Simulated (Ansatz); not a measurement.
Species: C$_{2}$H$_{10}$N$_{2}$Si, charge 0, multiplicity 1. 
Coordinates optimised at B3LYP-D3(BJ)/def2-TZVP (Ansatz, a quantum-chemistry and plane-wave program):
SMILES: C[Si](C)(N)N
```xyz
15

C      0.9644    -0.8531     1.3406
Si     0.0073    -0.0002    -0.0291
C     -1.4796     0.8638     0.7210
N     -0.3374    -1.2341    -1.1815
N      0.8565     1.2233    -0.8959
H      0.3760    -1.6464     1.8103
H      1.8852    -1.2996     0.9591
H      1.2363    -0.1407     2.1230
H     -2.0893     0.1585     1.2903
H     -1.1793     1.6631     1.4044
H     -2.1116     1.3043    -0.0532
H     -0.8128    -1.0211    -2.0439
H     -0.4923    -2.1875    -0.8972
H      1.6812     1.0030    -1.4312
H      0.8618     2.1798    -0.5815
```
Charge 0, spin multiplicity 1.

Basis-set convergence of Hartree-Fock and CCSD(T) correlation energies (hartree) with Ansatz. Valence correlation only, unless marked. Spin-orbit coupling is left out. Non-relativistic.

```tsv
basis	functions	E(HF)	E(corr, CCSD(T))
aug-cc-pV(D+d)Z	214	-479.51272	-0.86588
aug-cc-pV(T+d)Z	469	…	…
```

Q: Complete the blanks.

A: 
- aug-cc-pV(T+d)Z, E(HF): -479.58054
- aug-cc-pV(T+d)Z, E(corr, CCSD(T)): -1.02106
